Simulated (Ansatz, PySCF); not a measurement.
This triplet is an excited state, 0.50 eV above the relaxed singlet at the level frozen-core CCSD(T)/cc-pVTZ // PBE0-D3(BJ)/def2-TZVP (Ansatz, a first-principles code).

**CH₄SSi, SMILES `[SiH3][C]S` (excited triplet; Si–C–S–H torsion 103°) (charge 0, multiplicity 3)**

Method: PBE0-D3(BJ)/def2-TZVP (PySCF).

```yaml
highest_occupied_spin_orbital: -5.92 eV
dipole_moment: 1.05 D
total_energy: -727.8024 Ha
cost: around 60 core-seconds (rough)
```

```xyz
7

Si    -0.9827     0.3615    -0.4579
C      0.6756    -0.2859    -0.8418
S      2.2869    -0.2531    -0.4007
H     -1.4988    -0.2367     0.8059
H     -1.9092     0.0145    -1.5641
H     -0.9400     1.8426    -0.3037
H      2.3681    -1.4429     0.2401
```
Charge 0, spin multiplicity 3.
